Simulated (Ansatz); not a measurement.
How methods differ on GeH2F (SMILES [F][GeH2])

GeH2F has 4 atoms, charge 0, and is taken as a doublet. As SMILES, `[F][GeH2]`. The shape is that of a PBE0-D4/def2-TZVP optimisation.

Quantity: the vertical energy of the quartet above the doublet, in eV. The values are calculated.

```tsv
level	kind	program	value (eV)	less FCI/STO-3G	CPU time (all runs)
USVWN5/STO-3G	LDA	Ansatz	7.29	-1.13	3.2 s
U-revPBE/STO-3G	GGA	Ansatz	7.34	-1.08	6.1 s
U-r2SCAN/STO-3G	meta-GGA	Ansatz	7.61	-0.81	16 s
UB3LYP/STO-3G	global hybrid	Ansatz	7.92	-0.50	5.4 s
UPBE0/STO-3G	global hybrid	Ansatz	7.92	-0.50	5 s
UCAM-B3LYP/STO-3G	range-separated hybrid	Ansatz	7.97	-0.45	6.9 s
UHSE06/STO-3G	range-separated hybrid	Ansatz	7.93	-0.49	6.4 s
UB2PLYP/STO-3G	double hybrid	Ansatz	8.49	+0.07	5.8 s
UCCSD(T)/STO-3G	coupled cluster or CI	Ansatz	8.40	-0.02	1.2 s
FCI/STO-3G	exact in the basis	Ansatz	8.42	0.00	6.9 s
```

FCI/STO-3G is exact within its basis and frozen core, so for wave-function methods in that basis the difference is their error; functionals converge differently with the basis, so for them it is only a difference. All-electron rows without a relativistic Hamiltonian named are non-relativistic. The values span 7.29 to 8.49 eV. All rows use very small basis sets, so none should be taken for the real molecule's value. In the correlated wave-function rows the outer d shell of Ge is correlated, in sets not made for it. Times are those of the runs behind each value, whatever else they computed, on shared processors of several kinds: orders of magnitude only.
